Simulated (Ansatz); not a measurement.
Ligand exchange: InH(NH2)2 + C2H8MgN2 → In(NH2)3 + C2H7MgN

Gas-phase species: InH(NH2)2, singlet; C2H8MgN2 `C[N](C)[Mg][NH2]`, singlet; In(NH2)3, singlet; C2H7MgN `C[N](C)[MgH]`, singlet. The partners trade H for NH2: In–H and Mg–NH2 bonds give way to In–NH2 and Mg–H.

Shapes, held fixed at every level: PBE0-D4/def2-TZVP. Programs: Ansatz 0.2.0. The zero-point and thermal change to 298 K, harmonic and unscaled (PBE0-D4/def2-TZVP), is -0.9 kJ/mol.

```json
{"level": "HF/def2-SVP", "kind": "Hartree–Fock", "ΔH(298 K) (kJ/mol)": "+66.4", "less CCSD(T)/def2-TZVPP": "+12.9"}
{"level": "PBE-D4/def2-TZVPP", "kind": "GGA", "ΔH(298 K) (kJ/mol)": "+52.5", "less CCSD(T)/def2-TZVPP": "-1.0"}
{"level": "r2SCAN0-D4/def2-TZVPP", "kind": "global hybrid", "ΔH(298 K) (kJ/mol)": "+60.1", "less CCSD(T)/def2-TZVPP": "+6.6"}
{"level": "B2PLYP/def2-TZVPP", "kind": "double hybrid", "ΔH(298 K) (kJ/mol)": "+57.6", "less CCSD(T)/def2-TZVPP": "+4.1"}
{"level": "MP2/def2-SVP", "kind": "perturbation theory", "ΔH(298 K) (kJ/mol)": "+63.8", "less CCSD(T)/def2-TZVPP": "+10.3"}
{"level": "CCSD/def2-SVP", "kind": "coupled cluster or CI", "ΔH(298 K) (kJ/mol)": "+62.5", "less CCSD(T)/def2-TZVPP": "+9.0"}
{"level": "CCSD(T)/def2-TZVPP", "kind": "coupled cluster or CI", "ΔH(298 K) (kJ/mol)": "+53.5", "less CCSD(T)/def2-TZVPP": "0.0"}
```

The highest level, CCSD(T)/def2-TZVPP, gives ΔH(298 K) = +53.5 kJ/mol; the levels span +52.5 to +66.4. The column of differences is taken from that level and isn't an error. No measured value is set beside it here. For atoms past krypton def2 sets carry core potentials with scalar relativity. Outer-core shells of In, Mg are correlated, in sets that cover them unevenly.
